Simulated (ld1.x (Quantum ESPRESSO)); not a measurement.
# LDA (PZ) PAW dataset for S (Z = 16), non-relativistic all-electron reference.

```
Element                 : sulfur
Generator               : ld1.x (Quantum ESPRESSO) 7.5
Type                    : PAW
Functional              : LDA (PZ)
Relativity              : non-relativistic
Frozen core             : [Ne]
Valence charge          : 6
Reference configuration : 3s1.75 3p4.25
Partial waves           : 3s (bound): rcut 1.15, rcutus 1.55 bohr; 3s channel at 1.1 Ry: rcut 1.15, rcutus 1.55 bohr; 3p (bound): rcut 1.10, rcutus 1.45 bohr; 3p channel at 0.8 Ry: rcut 1.10, rcutus 1.45 bohr
Local potential         : all-electron potential smoothed inside 1.15 bohr (lloc = -2)
Core correction         : Bessel-smoothed model core inside 0.85 bohr
Augmentation charge     : PSQ, radius 0.85 bohr
```

* Cutoffs needed: 15 Ry and 35 Ry (the cutoffs (Ry, on a coarse ladder) from which the occupation-weighted sum of valence levels, in a spherical-Bessel basis at the reference potential, stays within 10 and 1 mRy of its value at 400 Ry)
* Ghost test: no extra level below or beside the all-electron valence levels (s, p, d, f tested) (spherical-Bessel basis up to 400 Ry, 20 bohr box)
* Configuration tests: test run stopped at test 3 of 9 (negative rho)
* Lowest eigenvalue of the overlap operator: 0.43 (s channel)
* Density cutoff estimated by the generator: 336 Ry
